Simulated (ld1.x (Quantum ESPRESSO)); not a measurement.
**Logarithmic derivatives: copper, RRKJ**

* Element: copper
* Generator: ld1.x (Quantum ESPRESSO) 7.5
* Type: norm-conserving RRKJ (Kleinman–Bylander form)
* Functional: PBE
* Relativity: scalar-relativistic
* Frozen core: [Ne] 3s2
* Valence charge: 17
* Reference configuration: 3p6 3d9 4s2 4p0
* Partial waves: 3p (bound): rc 0.80 bohr; 3d (bound): rc 1.55 bohr; 4s (bound): rc 1.70 bohr
* Local potential: the s channel
* Core correction: a·sin(br)/r model core, default radius (core density twice the valence density)
* rho0: 0.001

The phase is arctan(r·u′/u) with u = r·R(r), unwrapped; energies in Ry, scanned from -8 to 5 Ry. A pole is an energy at which the radial function vanishes at the test radius. The pseudo phase is shifted by a multiple of π to meet the all-electron one at the reference energy, and phase errors are pseudo minus all-electron; the curves can meet again beyond the range given. Levels narrower than the energy grid can be missing from the lists of poles.

Task: For each channel, where are the poles, and over which energies does the pseudopotential scatter like the atom?

Result:

| channel | radius (bohr) | reference energy (Ry) | poles, all-electron | poles, pseudo | unbroken range about the reference energy with phases within 0.05 rad | phase error 1 Ry above the reference energy (rad) |
| --- | --- | --- | --- | --- | --- | --- |
| s | 1.85 | -0.43 | none | 4.13 | below 3.6 | -0.019 |
| p | 1.85 | -5.68 | -5.58 | -5.58 | below -1.9 | +0.011 |
| d | 1.85 | -0.70 | -0.32 | -0.28 | -1.0 to 0.6 | +0.039 |

Phases in the p channel:

```json
{"E (Ry)": "-8.00", "all-electron": "1.358", "pseudo": "1.362"}
{"E (Ry)": "-7.52", "all-electron": "1.346", "pseudo": "1.351"}
{"E (Ry)": "-7.04", "all-electron": "1.329", "pseudo": "1.336"}
{"E (Ry)": "-6.56", "all-electron": "1.300", "pseudo": "1.308"}
{"E (Ry)": "-6.08", "all-electron": "1.203", "pseudo": "1.216"}
{"E (Ry)": "-5.60", "all-electron": "-1.543", "pseudo": "-1.541"}
{"E (Ry)": "-5.12", "all-electron": "-1.743", "pseudo": "-1.734"}
{"E (Ry)": "-4.64", "all-electron": "-1.784", "pseudo": "-1.773"}
{"E (Ry)": "-4.16", "all-electron": "-1.810", "pseudo": "-1.796"}
{"E (Ry)": "-3.68", "all-electron": "-1.833", "pseudo": "-1.814"}
{"E (Ry)": "-3.20", "all-electron": "-1.856", "pseudo": "-1.833"}
{"E (Ry)": "-2.72", "all-electron": "-1.883", "pseudo": "-1.852"}
{"E (Ry)": "-2.24", "all-electron": "-1.913", "pseudo": "-1.873"}
{"E (Ry)": "-1.76", "all-electron": "-1.951", "pseudo": "-1.897"}
{"E (Ry)": "-1.28", "all-electron": "-2.001", "pseudo": "-1.926"}
{"E (Ry)": "-0.80", "all-electron": "-2.067", "pseudo": "-1.961"}
{"E (Ry)": "-0.32", "all-electron": "-2.162", "pseudo": "-2.005"}
{"E (Ry)": "0.16", "all-electron": "-2.307", "pseudo": "-2.060"}
{"E (Ry)": "0.64", "all-electron": "-2.543", "pseudo": "-2.135"}
{"E (Ry)": "1.12", "all-electron": "-2.933", "pseudo": "-2.237"}
{"E (Ry)": "1.60", "all-electron": "-3.448", "pseudo": "-2.384"}
{"E (Ry)": "2.08", "all-electron": "-3.887", "pseudo": "-2.603"}
{"E (Ry)": "2.56", "all-electron": "-4.163", "pseudo": "-2.920"}
{"E (Ry)": "3.04", "all-electron": "-4.330", "pseudo": "-3.315"}
{"E (Ry)": "3.52", "all-electron": "-4.438", "pseudo": "-3.689"}
{"E (Ry)": "4.00", "all-electron": "-4.512", "pseudo": "-3.967"}
{"E (Ry)": "4.48", "all-electron": "-4.567", "pseudo": "-4.155"}
{"E (Ry)": "4.96", "all-electron": "-4.609", "pseudo": "-4.283"}
```
